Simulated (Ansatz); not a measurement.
The first iterations of a band of FGeH3O (6 atoms, charge 0, multiplicity 1).

Level of theory: RKS B3LYP/def2-SVP (Ansatz 0.2.0).

* movable images: 9
* climbing image: yes
* spring: 5.0 eV/Å²
* optimiser: quadratic models (default)
* start path: through a guess of the saddle point
* force threshold: 0.05 eV/Å
* iteration limit: 60
* end points: relaxed

Initial state:

```xyz
6
Properties=species:S:1:pos:R:3
Ge 0.361 -0.071 0.057
O 0.652 -0.088 1.804
H -0.152 -0.192 2.331
H 1.737 0.087 -0.593
F -0.586 1.352 -0.314
H -0.500 -1.262 -0.403
```

Final state:

```xyz
6
Properties=species:S:1:pos:R:3
Ge 0.135 0.564 -0.778
O 1.162 0.033 1.182
H 0.349 0.311 1.649
H 1.186 -0.932 1.277
F -1.159 0.877 0.459
H -0.161 -1.029 -0.906
```

| iteration | highest image above the first end (eV) | largest band force component (eV/Å) |
| --- | --- | --- |
| 1 | 7.776 | 23.268 |
| 2 | 3.736 | 7.173 |
| 3 | 2.773 | 4.026 |
| 4 | 2.646 | 1.425 |
| 5 | 2.443 | 1.837 |

Does the band converge within its limit, and where does its top end?

It converged. It ended after 17 iterations with the highest image 2.563 eV above the first end. The profile has 2 maxima (images 1, 4) with wells between them (image 2): this band takes more than one step, which may be the mechanism or a detour left from its start path. Neighbouring images differ by up to 2.2 eV, so the band resolves the path poorly. A vibrational analysis at the climbing image gives one clearly imaginary mode, 1400i cm⁻¹: a first-order saddle point. The orbitals stay closed-shell, which can raise the energy where a bond breaks towards radicals; this wasn't checked here.

Time of the run: 3.3 min on 1 thread of Intel(R) Xeon(R) 6975P-C (Granite Rapids), on a shared host, peak memory 0.16 GiB.
